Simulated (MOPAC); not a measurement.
MOPAC input (MNDO):

```
MNDO PRECISE GNORM=0.05 LET XYZ UHF MS=0.5 GEO-OK AUX(PRECISION=9) THREADS=1
C4H9O

C    -1.62716027 1   -0.87471533 1   -0.43949625 1
C    -0.57353451 1    0.00802121 1    0.12689650 1
C    -0.53645204 1    1.38087954 1   -0.54835076 1
C     0.78895513 1   -0.68169206 1    0.08006063 1
O     1.71962932 1    0.10202203 1    0.82206675 1
H    -1.62221708 1   -1.93992186 1   -0.24724397 1
H    -2.48313190 1   -0.45703705 1   -0.95115441 1
H    -0.78463246 1    0.16815656 1    1.19819426 1
H    -0.31951801 1    1.27708729 1   -1.61452577 1
H     0.23222438 1    2.00899091 1   -0.10070274 1
H    -1.49849042 1    1.88658288 1   -0.44826622 1
H     0.70359063 1   -1.68737252 1    0.50963518 1
H     1.10849164 1   -0.78415328 1   -0.96475719 1
H     2.59579868 1   -0.28346948 1    0.72762606 1
```

Output:

```
 *******************************************************************************
 **                                                                           **
 **                              MOPAC v23.2.5                                **
 **                                                                           **
 *******************************************************************************
 ** MOPAC's Digital Object Identifier: https://doi.org/10.5281/zenodo.6511958 **
 **                                                                           **
 ** Please cite the open-source release paper for use of this MOPAC version:  **
 ** J. E. Moussa and J. J. P. Stewart (2026)                                  **
 ** MOPAC: An open-source semiempirical molecular orbital program             **
 ** J. Open Source Softw., 11(119), 8025, https://doi.org/10.21105/joss.08025 **
 *******************************************************************************

                              MNDO CALCULATION RESULTS

 *******************************************************************************
 *  MNDO       - The MNDO Hamiltonian to be used
 *  GEO-OK     - OVERRIDE INTERATOMIC DISTANCE AND OTHER SAFETY CHECKS
 *  UHF        - UNRESTRICTED HARTREE-FOCK CALCULATION
 *  MS=        - IN MECI, MAGNETIC COMPONENT OF SPIN =  0.5
 *  LET        - OVERRIDE SOME SAFETY CHECKS
 *  PRECISE    - TIGHTER CRITERIA TO BE USED
 *  XYZ        - CARTESIAN COORDINATE SYSTEM TO BE USED
 *  GNORM      - EXIT WHEN GRADIENT NORM DROPS BELOW 0.050
 *  AUX        - OUTPUT AUXILIARY INFORMATION
 *******************************************************************************
MNDO PRECISE GNORM=0.05 LET XYZ UHF MS=0.5 GEO-OK AUX(PRECISION=9) THREADS=1
 C4H9O

   ATOM   CHEMICAL          X               Y               Z
  NUMBER   SYMBOL      (ANGSTROMS)     (ANGSTROMS)     (ANGSTROMS)

     1       C         -1.62716027  *  -0.87471533  *  -0.43949625  *
     2       C         -0.57353451  *   0.00802121  *   0.12689650  *
     3       C         -0.53645204  *   1.38087954  *  -0.54835076  *
     4       C          0.78895513  *  -0.68169206  *   0.08006063  *
     5       O          1.71962932  *   0.10202203  *   0.82206675  *
     6       H         -1.62221708  *  -1.93992186  *  -0.24724397  *
     7       H         -2.48313190  *  -0.45703705  *  -0.95115441  *
     8       H         -0.78463246  *   0.16815656  *   1.19819426  *
     9       H         -0.31951801  *   1.27708729  *  -1.61452577  *
    10       H          0.23222438  *   2.00899091  *  -0.10070274  *
    11       H         -1.49849042  *   1.88658288  *  -0.44826622  *
    12       H          0.70359063  *  -1.68737252  *   0.50963518  *
    13       H          1.10849164  *  -0.78415328  *  -0.96475719  *
    14       H          2.59579868  *  -0.28346948  *   0.72762606  *

          CARTESIAN COORDINATES

    NO.       ATOM           X           Y           Z

     1         C         -1.6272     -0.8747     -0.4395
     2         C         -0.5735      0.0080      0.1269
     3         C         -0.5365      1.3809     -0.5484
     4         C          0.7890     -0.6817      0.0801
     5         O          1.7196      0.1020      0.8221
     6         H         -1.6222     -1.9399     -0.2472
     7         H         -2.4831     -0.4570     -0.9512
     8         H         -0.7846      0.1682      1.1982
     9         H         -0.3195      1.2771     -1.6145
[...]
   1    C       -1.616823821    -0.875941547    -0.414590613
   2    C       -0.562606711     0.022013046     0.149104246
   3    C       -0.629173617     1.423607586    -0.493767455
   4    C        0.834583376    -0.668291505     0.033309684
   5    O        1.789621106     0.027319174     0.776949738
   6    H       -2.405511354    -1.266524080     0.215438976
   7    H       -1.636097275    -1.155234553    -1.460431005
   8    H       -0.781836457     0.155983035     1.239794602
   9    H       -0.349257614     1.405202415    -1.566486903
  10    H        0.043857502     2.138012609     0.020403881
  11    H       -1.657752306     1.834152574    -0.422665773
  12    H        0.749924215    -1.727874690     0.400121049
  13    H        1.143075787    -0.742400558    -1.044488549
  14    H        2.636014473    -0.392649181     0.717197841

           Empirical Formula: C4 H9 O  =    14 atoms

      MOLECULAR POINT GROUP   :   C1

          ALPHA EIGENVALUES
 -42.51710 -37.32310 -28.88930 -27.11704 -21.23476 -18.72419 -16.20801 -15.24990
 -14.82654 -14.25498 -13.78822 -12.96816 -12.67665 -12.12106 -11.29172  -9.60580
   3.27792   3.61765   3.86631   4.18804   4.30880   4.59289   4.62956   4.75195
   4.87829   5.05795   5.55211   5.83761   6.71208

           BETA EIGENVALUES
 -42.47788 -36.97936 -28.43286 -26.42236 -21.01412 -18.69715 -16.15062 -15.17274
 -14.70033 -14.11253 -13.76410 -12.78068 -12.57371 -12.07715 -11.28722   1.17396
   3.31065   3.70028   4.03962   4.28299   4.36829   4.65639   4.77191   4.88413
   5.22787   5.58406   5.75821   5.86930   6.72784

              NET ATOMIC CHARGES AND DIPOLE CONTRIBUTIONS

  ATOM NO.   TYPE          CHARGE      No. of ELECS.   s-Pop       p-Pop
    1          C          -0.117266        4.1173     1.27568     2.84158
    2          C          -0.030804        4.0308     1.20860     2.82220
    3          C           0.047860        3.9521     1.22078     2.73137
    4          C           0.173621        3.8264     1.22218     2.60420
    5          O          -0.325469        6.3255     1.81873     4.50674
    6          H           0.045786        0.9542     0.95421
    7          H           0.044680        0.9553     0.95532
    8          H           0.028770        0.9712     0.97123
    9          H          -0.008136        1.0081     1.00814
   10          H           0.006381        0.9936     0.99362
   11          H          -0.007582        1.0076     1.00758
   12          H          -0.019753        1.0198     1.01975
   13          H          -0.019201        1.0192     1.01920
   14          H           0.181112        0.8189     0.81889
 DIPOLE           X         Y         Z       TOTAL
 POINT-CHG.    -0.049    -0.453    -0.424     0.622
 HYBRID         0.330    -0.643    -0.279     0.774
 SUM            0.282    -1.096    -0.703     1.332

          ATOMIC ORBITAL ELECTRON POPULATIONS

     Atom    s        px        py        pz
    1  C   1.27568   0.94637   0.97274   0.92248
    2  C   1.20860   0.91831   0.94566   0.95824
    3  C   1.22078   0.91914   0.90060   0.91162
    4  C   1.22218   0.86579   0.87372   0.86469
    5  O   1.81873   1.16817   1.59256   1.74601
    6  H   0.95421
    7  H   0.95532
    8  H   0.97123
    9  H   1.00814
   10  H   0.99362
   11  H   1.00758
   12  H   1.01975
   13  H   1.01920
   14  H   0.81889

                    (SZ)    =    0.500000
                    (S**2)  =    0.759998

          ATOMIC ORBITAL SPIN POPULATIONS

    Atom   Total    s     px     py     pz
         Atomic
    1  C  1.1347  0.058  0.343  0.642  0.092
    2  C -0.0833 -0.009 -0.032 -0.029 -0.014
    3  C  0.0298  0.005  0.002  0.018  0.005
    4  C  0.0302  0.006  0.015  0.006  0.002
    5  O -0.0011  0.000 -0.000 -0.000 -0.001
    6  H -0.0541 -0.054
    7  H -0.0541 -0.054
    8  H  0.0051  0.005
    9  H -0.0016 -0.002
   10  H -0.0013 -0.001
   11  H -0.0021 -0.002
   12  H -0.0019 -0.002
   13  H -0.0014 -0.001
   14  H  0.0010  0.001

 **********************
 *                    *
 * JOB ENDED NORMALLY *
 *                    *
 **********************

 == MOPAC DONE ==
```

The geometry given is a B3LYP-D3(BJ)/def2-TZVP minimum.
